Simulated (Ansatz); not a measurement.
Si(F)(NMe2) (C2H6FNSi), SMILES CN(C)[Si]F (connectivity only; charge and spin as stated), neutral, multiplicity 1.

Coordinates come from a PBE-D3(BJ)/def2-SVP optimisation. Other conformers were not sampled.

Two levels are set side by side: PBE/def2-SVPD (Ansatz, an electronic-structure program) and CAM-B3LYP/def2-SVPD (Ansatz). Energy differences of separate SCF runs at the same geometry; the states with an electron removed or added have multiplicity 2 and 2. Differences are taken from unrounded values.

```
quantity                            PBE
---------------------------------  ----
vertical ionisation energy (eV)    9.01
vertical singlet–triplet gap (eV)  3.24
```

Task: These are the PBE values. What does CAM-B3LYP give? (An estimate is asked for; the answer gives what the named calculation found.)

Result: 
```
quantity                           CAM-B3LYP  PBE minus CAM-B3LYP
---------------------------------  ---------  -------------------
vertical ionisation energy (eV)         9.26                -0.25
vertical singlet–triplet gap (eV)       3.35                -0.11
```
